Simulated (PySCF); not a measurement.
Zn(SH)(OSiH3) (H₄OSSiZn), SMILES [SiH3][O][Zn][SH]. Atoms are numbered in the order given.

```xyz
8

Zn    -0.2653     0.3502     0.1877
S     -1.8003     1.0353     1.5547
H     -0.9028     1.1506     2.5768
O      0.9922    -0.1013    -0.9915
Si     1.7062    -1.5308    -1.4517
H      0.7032    -2.5220    -1.9979
H      2.4189    -2.2085    -0.3026
H      2.7194    -1.2493    -2.5282
```

Geometry: PBE-D3(BJ)/def2-SVP. The values are those of a single conformer.

Level of theory: PySCF with B3LYP/pcSseg-1.

GIAO shieldings, no solvent; atoms alike by connectivity are averaged. δ = σ(ref) − σ: ³³S against H2S (σ = 695.8 ppm); ¹H against TMS (σ = 31.68 ppm); ¹⁷O against H2O (σ = 333.8 ppm); ²⁹Si against TMS (σ = 338.7 ppm), references at their B3LYP-D3(BJ)/def2-TZVP geometries, non-relativistic.

```json
[
 {"nucleus": "³³S", "atoms": "S2", "count": "1", "δ (ppm)": "-104.8"},
 {"nucleus": "¹H", "atoms": "H6, H7, H8", "count": "3", "δ (ppm)": "5.55"},
 {"nucleus": "¹H", "atoms": "H3", "count": "1", "δ (ppm)": "-0.07"},
 {"nucleus": "¹⁷O", "atoms": "O4", "count": "1", "δ (ppm)": "30.1"},
 {"nucleus": "²⁹Si", "atoms": "Si5", "count": "1", "δ (ppm)": "-39.1"}
]
```
